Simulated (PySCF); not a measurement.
Dipole polarisabilities along group 11, charge +2

Calculated with PySCF 2.14 for the ground configurations, without spin-orbit coupling: coupled response for Hartree-Fock and DFT. Mean α in bohr³, C₆ of like pairs in atomic units.

```csv
species,α UHF,α PBE,α PBE0,C₆ UHF,C₆ PBE,C₆ PBE0
"Cu(2+) [Ar] 3d9 (def2-QZVPPD, non-relativistic)",2.420,3.154,2.897,6.406,8.599,7.828
"Ag(2+) [Kr] 4d9 (def2-QZVPPD with the def2 core potential (28 electrons), ECP)",5.392,6.241,5.948,27.19,32.17,30.47
"Au(2+) [Xe] 4f14 5d9 (def2-QZVPPD with the def2 core potential (60 electrons), ECP)",7.909,8.842,8.513,51.07,58.03,55.64
```
